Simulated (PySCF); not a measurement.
Ligands exchanged one at a time, Ge NH2-OCH3. All species are isolated molecules in the gas phase. One relaxed conformer stands for each flexible species; it need not be the lowest. Strings in code marks are SMILES.

Level of theory: PBE-D3(BJ)/def2-TZVP // r2SCAN-D4/def2-SVP (PySCF). Excitations are Tamm–Dancoff values on a coarser integration grid. The basis has no diffuse functions, so Rydberg states are missing or too high.

```tsv
species	S1 oscillator strength	S1 excitation (TDA) (eV)	HOMO (eV)
0 of 4 NH2 replaced by OCH3	0.000	5.34	-5.70
1 of 4 NH2 replaced by OCH3	0.014	5.40	…
2 of 4 NH2 replaced by OCH3	…	5.53	-5.96
3 of 4 NH2 replaced by OCH3	0.004	5.62	-6.16
4 of 4 NH2 replaced by OCH3	0.000	…	-6.47
```

Task: Some entries are withheld; supply them.

Result: 
- 1 of 4 NH2 replaced by OCH3, HOMO (eV): -5.78
- 2 of 4 NH2 replaced by OCH3, S1 oscillator strength: 0.008
- 4 of 4 NH2 replaced by OCH3, S1 excitation (TDA) (eV): 5.73
